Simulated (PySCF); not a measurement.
Gas-phase reaction: HCl + 4 GeH3 ⇌ GeHCl + 3 GeH4

Energies from PySCF, thermal terms from the rigid-rotor harmonic-oscillator model, ideal gas at 1 bar. † marks an energy on the PBE0/def2-TZVP geometry and frequencies. MP2 freezes the core. Open shells (unrestricted): GeH3 (multiplicity 2); the rest are closed-shell singlets. Ge: all electrons, no relativistic terms. GeH3, GeHCl: computed as isolated molecules; such fragments, hydroxides, amides, oligomers or adducts are transient or little studied in the gas. MP2 isn't extrapolated to the basis-set limit; its ΔH°(298 K) is -454.8 kJ in def2-SVP and -482.6 kJ in def2-TZVPP. The harmonic model lacks anharmonicity and excited electronic states, which grow with temperature; levels with a mode under 35 cm⁻¹ are left out.

```json
[
 {"level": "M06-2X/def2-TZVP†", "ΔE electronic, kJ": "-464", "ΔH°(298 K), kJ": "-449", "ΔS°(298 K), J/K": "-189", "ΔG°(600 K), kJ": "-334"},
 {"level": "MP2/def2-SVP†", "ΔE electronic, kJ": "-470", "ΔH°(298 K), kJ": "-455", "ΔS°(298 K), J/K": "-189", "ΔG°(600 K), kJ": "-340"},
 {"level": "MP2/def2-TZVPP†", "ΔE electronic, kJ": "-498", "ΔH°(298 K), kJ": "-483", "ΔS°(298 K), J/K": "-189", "ΔG°(600 K), kJ": "-368"},
 {"level": "PBE/def2-TZVP†", "ΔE electronic, kJ": "-496", "ΔH°(298 K), kJ": "-481", "ΔS°(298 K), J/K": "-189", "ΔG°(600 K), kJ": "-366"},
 {"level": "PBE0/def2-QZVP†", "ΔE electronic, kJ": "-480", "ΔH°(298 K), kJ": "-465", "ΔS°(298 K), J/K": "-189", "ΔG°(600 K), kJ": "-350"}
]
```
ΔH° is lowest at MP2/def2-TZVPP† and highest at M06-2X/def2-TZVP†. No reference value is set beside these.
